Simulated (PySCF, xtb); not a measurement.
C2H5O2, SMILES COC=[OH+], charge +1. One conformer was computed; it need not be the lowest.

Harmonic wavenumbers (cm⁻¹) from GFN2-xTB run with xtb at its own minimum, in rising order: 73, 246, 382, 661, 704, 909, 954, 1071, 1084, 1124, 1259, 1301, 1370, 1401, 1427, 1605, 2941, 2992, 2998, 3044, 3257.

What does B3LYP-D3(BJ)/def2-SVP (PySCF) give at its own minimum? (Estimate from the structure and the level; the computed values follow.)

103, 253, 330, 690, 696, 849, 1059, 1120, 1151, 1193, 1390, 1407, 1443, 1445, 1472, 1709, 3057, 3175, 3202, 3219, 3676. Paired by order, the mean absolute difference is 99 cm⁻¹ and the zero-point energies are 44.0 and 46.7 kcal/mol.
